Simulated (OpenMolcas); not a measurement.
## Fe2+: ligand-field states by method

Fe2+ with its 6 nearest chloride ions at 2.638 Å, on the Na site of NaCl (a = 5.64056 Å, distance in the model lattice 2.820 Å). The rest of the host is ab initio model potentials to 7.6 Å, with orthogonalisation functions on the cations behind the ligands, and point charges beyond; the distance is set by hand and nothing relaxes, and no local charge compensation is placed. Ligand basis ANO-RCC-VDZP.

| Quantity | Value |
| --- | --- |
| Program | OpenMolcas 26.06 |
| Basis | ANO-RCC-VDZP [5s4p2d1f] |
| Scalar Hamiltonian | DKH2, point nucleus |
| Active space | 6 electrons in 5 orbitals (3d) |
| State averaging | 2S+1 = 5 even, 5 roots; 2S+1 = 3 even, 45 roots; 2S+1 = 1 even, 50 roots |
| Spin-orbit coupling | state interaction with AMFI integrals over the reference wave functions |

I. CASSCF
II. SS-CASPT2, IPEA 0.25 Eh, imaginary shift 0.1 Eh (closed shells correlated: 3s 3p and the ligand valence shells)

Spin-free states (labels of O, the rotations of Oh) in cm-1, each column counted from its own energy of the first state listed:

```csv
State,Degeneracy,I,II
5T2,3,0,0
5E,2,3799,4550
3T1,3,19523,17070
3T2,3,21134,18170
3T1,3,22529,20120
3E,2,24054,21900
3T1,3,25165,20730
3T2,3,25452,21410
1A1,1,26994,23690
3A2,1,27534,23610
3T1,3,27536,24940
3T2,3,27931,24150
3E,2,29069,26050
1T1,3,29506,26190
3A1,1,30873,28240
3T1,3,31526,30160
1T2,3,31917,28190
1E,2,33560,29540
1A1,1,34360,29540
1A2,1,34962,31840
```

From I to II, I's first state of the same spin (5E) moves from 3799 to 4550 cm-1, by about +760 cm-1.

From I to II, I's first state of another spin (3T1) moves from 19523 to 17070 cm-1, by about -2500 cm-1.

I: A least-squares ligand-field fit to the states below 45000 cm-1, each weighted by its degeneracy and with a free common offset, gives 10Dq = 3719 cm-1, B = 1131 cm-1 and C = 4209 cm-1 (C/B = 3.72), with an rms deviation of 46 cm-1. The same method and metal basis give the free ion B = 1168 cm-1 (fit to its terms below 60000 cm-1, rms deviation 30 cm-1), so the nephelauxetic ratio is β = 1131 / 1168 = 0.97; it hangs on how both fits weigh the states, and computed free-ion B values tend to be too large, so β mixes covalency with correlation.

χT at 300 K: I 4.23, II 4.19 cm3 K/mol.

Roots that are degenerate in the reference are averaged as groups; the widest CASPT2 spread within a group is 270 cm-1 (the 2-fold group of multiplicity 1 near 75200 cm-1 above the lowest state of its run, II). Shifts and gaps below about the spread of the groups concerned are not significant. Over all roots computed the reference weight is 0.66 to 0.69 in II; a low but even weight reflects the number of correlated electrons. An orbital triplet at a regular site is open to Jahn-Teller coupling, which can distort the site and quench the lowest spin-orbit gaps and is left out. Ligand-to-metal charge-transfer states are missing. Without dynamic correlation the repulsion within the d shell is too large (B by tens of per cent), so at a given field states of lower spin stand too high (holds for I). With no ligand orbital active B as a rule stays too high, so bands that hang on it stand too high and its fall with covalency is understated (holds for I). With metal d orbitals alone and no dynamic correlation the field as a rule comes out too small, by tens of per cent, by up to half for chloride and softer ligands, and with too little covalency χT stands high (holds for I). A single d shell leaves out the double-shell effect, which counts most for late 3d ions, where the CASPT2 field can be off either way by tens of per cent (holds for II). These CASPT2 states fit no ligand-field parameters well, so their order and spin gaps are uncertain (holds for II). For late 3d ions with one d shell CASPT2 can put B and the spin-flip bands somewhat low as well as high (holds for II). With one d shell and no ligand orbital active, 10Dq can be off by tens of per cent for divalent 3d ions, low with halides held by bare charges and at times high in hosts (holds for II). Free-ion shares, where given, are those of the reference states; single-state CASPT2 does not remix them (holds for II). No measured value stands beside these numbers; the geometry was set by hand and not optimised.
